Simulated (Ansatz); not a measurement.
Reaction (silylene formation by 1,1-elimination): `Cl[SiH](Cl)[SiH](Cl)Cl` → `Cl[Si]Cl` + `Cl[SiH2]Cl`

Computed with Ansatz on PBE0-D4/def2-TZVP structures; ΔE is electronic, products minus reactants. CCSD(T)/CBS adds triple-zeta CCSD(T) − MP2 to the extrapolated MP2 energy (def2 sets, frozen cores). This one scheme is used for every species. Functionals use def2-TZVPP. One conformer a species, not always the lowest.

`Cl[SiH](Cl)[SiH](Cl)Cl`:

Z-matrix (Å, degrees):
```
Si
Cl 1 2.042
Si 1 2.340 2 108.2
Cl 1 2.046 2 110.3 3 117.9
H 1 1.479 2 108.4 3 -123.8
Cl 3 2.042 1 108.2 2 55.5
Cl 3 2.046 1 108.0 2 -63.9
H 3 1.479 1 113.8 2 175.9
```

`Cl[Si]Cl`:

Z-matrix (Å, degrees):
```
Si
Cl 1 2.077
Cl 1 2.077 2 101.3
```

`Cl[SiH2]Cl`:

```xyz
5

Cl   -1.243    0.205    1.506
Si    0.075   -0.118   -0.018
Cl    0.153    1.517   -1.236
H    -0.399   -1.269   -0.811
H     1.415   -0.335    0.559
```

```csv
species,PBE0 energy (Eh)
`Cl[SiH](Cl)[SiH](Cl)Cl`,-2420.42982
`Cl[Si]Cl`,-1209.57231
`Cl[SiH2]Cl`,-1210.80422
```

Problem. Work out ΔE.

Solution. ΔE = (-1209.57231) + (-1210.80422) − (-2420.42982) = 0.05329 Eh = +139.9 kJ/mol. CCSD(T)/CBS gives +140.1 kJ/mol.

Largest T1 diagnostic among the species: 0.013.

From PBE to PBE0 (25 % exact exchange), in def2-TZVPP and without D4, ΔE moves by +14.5 kJ/mol. The D4 term adds +24.9 kJ/mol with B3LYP and +14.2 kJ/mol with PBE0; it sums over pairs of atoms, weighted by their polarisabilities, and B3LYP, whose exchange is more repulsive, gets the larger term.

B3LYP here is the variant with VWN-RPA as its local correlation; programs differ in this.
